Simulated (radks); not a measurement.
Valence configurations of Tb3+ (all share [Xe]). All-electron calculation, scalar-relativistic Kohn-Sham, SCAN, spin-polarised, spherical densities, finite nucleus; open shells are filled with parallel spins first (spin-orbit coupling, left out, can overturn this in heavy ions); meta-GGA in the generalised Kohn-Sham scheme; Fermi nuclear charge, rms radius 5.06 fm. Program: a radial shooting solver on a logarithmic mesh with Libxc functionals. Energies are relative to 4f8; eigenvalues in eV for spin up.

valence,E (eV),moment (Bohr magnetons),e(4f),e(5d),e(6p),e(6s)
4f8,0.000,6,-36.433,-,-,-
4f7 5d1,6.958,8,-44.201,-27.299,-,-
4f7 6p1,16.424,8,-48.605,-,-20.547,-
4f6.5 5d1 6s0.5,18.017,8,-49.762,-29.535,-,-25.838
4f6 5d2,26.723,8,-52.022,-29.422,-,-
4f6 6p2,49.495,8,-61.134,-,-23.051,-
4f5 5d2 6p1,65.025,8,-65.063,-34.678,-21.717,-
4f4 5d3 6p1,98.717,8,-73.824,-36.883,-22.177,-

NIST lists [Xe] 4f8 as the ground configuration; this level of theory agrees among the configurations tried. The energies are those of spherical high-spin densities, not of single terms. No valid solution was reached for [Xe] 4f7 6s1; [Xe] 4f6 5d1 6s1.
